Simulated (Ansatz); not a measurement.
Geometry optimisation, RKS PBE/def2-SVP (Ansatz).

Input file:

```yaml
crystal:
  periodic: [false, false, false]
  atoms:
    - { symbol: In, position_ang: [-0.428893, -0.592474, 0.688434] }
    - { symbol: S, position_ang: [1.925321, 0.650761, -1.97114] }
    - { symbol: O, position_ang: [0.752085, -1.582962, 2.004757] }
    - { symbol: O, position_ang: [-1.653503, -1.704197, -0.470801] }
    - { symbol: H, position_ang: [1.066589, 1.416617, -1.232743] }
    - { symbol: "N", position_ang: [-0.583395, 1.499011, 0.392417] }
    - { symbol: H, position_ang: [0.910544, 0.21381, -2.766885] }
    - { symbol: H, position_ang: [1.443294, -0.978603, 2.338812] }
    - { symbol: H, position_ang: [-1.432403, -2.648074, -0.346813] }
    - { symbol: H, position_ang: [-1.544201, 1.716887, 0.084775] }
    - { symbol: H, position_ang: [-0.455438, 2.009223, 1.279287] }
basis:
  gaussian: { orbitals: def2-SVP }
hamiltonian:
  xc: pbe
relax:
  f_tol: 0.03
  max_steps: 50
```

Launched with:

```bash
$ ansatz run input.yaml --threads 2 --pin off --max-ram 3072MiB --backend cpu --events-out ev --progress --plain --runs-dir out
```

Problem. Where does it end, and by what steps?

Solution. The forces met the threshold. After 23 steps the energy has fallen by 1.656 eV; H5 moved furthest, 1.97 Å. Parted: S2–H5 (1.37 → 3.96 Å). Joined: In1–S2 (3.76 → 2.45 Å), H5–N6 (2.32 → 1.03 Å).

```csv
step,energy less start (eV),largest force component (eV/Å),accepted
0,0.0000,0.481,yes
1,-0.0934,0.296,yes
2,-0.1831,0.392,yes
3,-0.2428,0.453,yes
4,-0.2765,0.284,yes
5,-0.3319,0.397,yes
6,-0.5644,0.966,yes
7,-0.9900,1.164,yes
8,-1.0902,3.524,yes
9,-1.3960,0.906,yes
10,-1.5079,0.438,yes
11,-1.5733,0.277,yes
12,-1.6015,0.189,yes
13,-1.5930,1.484,no
14,-1.6219,0.229,yes
15,-1.6345,0.155,yes
16,-1.6412,0.439,yes
17,-1.6453,0.499,yes
18,-1.6510,0.286,yes
19,-1.6472,0.444,no
20,-1.6543,0.061,yes
21,-1.6554,0.116,yes
22,-1.6560,0.032,yes
23,-1.6564,0.013,yes
```

```xyz
11
Properties=species:S:1:pos:R:3
In 0.376 -0.555 -0.049
S 2.132 -0.352 -1.744
O 0.859 -0.726 1.932
O -1.517 -1.111 -0.614
H -0.333 2.328 -0.194
N -0.627 1.511 0.354
H 1.265 -0.734 -2.726
H 1.628 -1.318 2.037
H -1.641 -2.073 -0.509
H -1.618 1.308 0.158
H -0.524 1.723 1.355
```

The run took 39 s on 2 threads of INTEL(R) XEON(R) PLATINUM 8581C CPU @ 2.10GHz (Emerald Rapids) (shared host), peak memory 0.19 GiB.
